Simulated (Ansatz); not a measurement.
CH$_{8}$N$_{2}$Si$_{2}$ (`N=C[SiH2][SiH2]N`), relaxed with RKS PBE0-D4/def2-TZVP in Ansatz from a PBE-D4/def2-SVP geometry. The force threshold is 0.005 eV/Å; the program also tests the step.

Total charge 0; spin multiplicity 1.

Start:

```xyz
13

N    -1.233   -1.265   -0.840
C    -1.605   -0.821    0.309
Si   -0.574    0.538    1.194
Si    1.547    0.611    0.170
N     1.167    0.474   -1.527
H    -1.893   -1.978   -1.203
H    -2.533   -1.193    0.815
H    -0.540    0.197    2.664
H    -1.355    1.823    1.062
H     2.256    1.910    0.457
H     2.396   -0.474    0.810
H     0.438   -0.236   -1.705
H     1.929    0.414   -2.208
```

```csv
step,energy (eV),largest force (eV/Å),largest move (Å)
1,-19893.2978,0.928,0.000
2,-19893.3549,0.311,0.086
3,-19893.3622,0.189,0.051
4,-19893.3635,0.134,0.046
5,-19893.3666,0.088,0.022
6 (rejected),-19893.3662,0.151,0.024
7,-19893.3675,0.050,0.012
8,-19893.3684,0.012,0.041
9,-19893.3685,0.015,0.025
10,-19893.3685,0.009,0.006
11,-19893.3685,0.002,0.002
```

End:

```xyz
13

N    -1.231   -1.342   -0.745
C    -1.642   -0.806    0.332
Si   -0.588    0.525    1.186
Si    1.515    0.584    0.154
N     1.218    0.473   -1.533
H    -1.894   -2.032   -1.103
H    -2.606   -1.091    0.780
H    -0.522    0.179    2.636
H    -1.340    1.808    1.081
H     2.212    1.866    0.451
H     2.354   -0.496    0.764
H     0.554   -0.240   -1.808
H     1.970    0.573   -2.196
```

It took 45 s on 4 threads of an Arm Neoverse V1 on a shared host, with 0.62 GiB of host memory at the peak.
